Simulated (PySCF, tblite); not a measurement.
Isomers of C4H10ClSi2 (doublet state), one GFN2-xTB conformer each. Single-point energies are computed at B3LYP/pcH-1 (PySCF, gas phase, no added dispersion term), electronic only. GFN2-xTB treats the open shell by occupation alone, and not every SCF solution was tested for stability.

Task: Rank them by B3LYP/pcH-1 energy, lowest first (kJ/mol).
A. `[CH3:1][CH2:2][Si:3]1([Cl:4])[CH2:5][SiH:6][CH2:7]1` (doublet state) with C1–C2–Si3–Cl4 -57°
B. `[CH3:1][CH2:2][Si@:3]1([Cl:4])[CH:5][SiH2:6][CH2:7]1` (doublet state) with C1–C2–Si3–Cl4 -176°

Result: A (0.0), B (43.5).

GFN2-xTB itself gives, in the same order: 0.0, 45.2. Both levels put the same isomer lowest.

Task: What happens when harmonic zero-point energies from GFN2-xTB frequencies are added?

Result: 
```tsv
SMILES	ZPE (kJ/mol)	electronic (kJ/mol)	with ZPE (kJ/mol)
CC[Si]1(Cl)C[SiH]C1	336.4	0.0	0.0
CC[Si@]1(Cl)[CH][SiH2]C1	324.5	43.5	31.6
```

The zero-point energies span 11.9 kJ/mol. The order is unchanged.
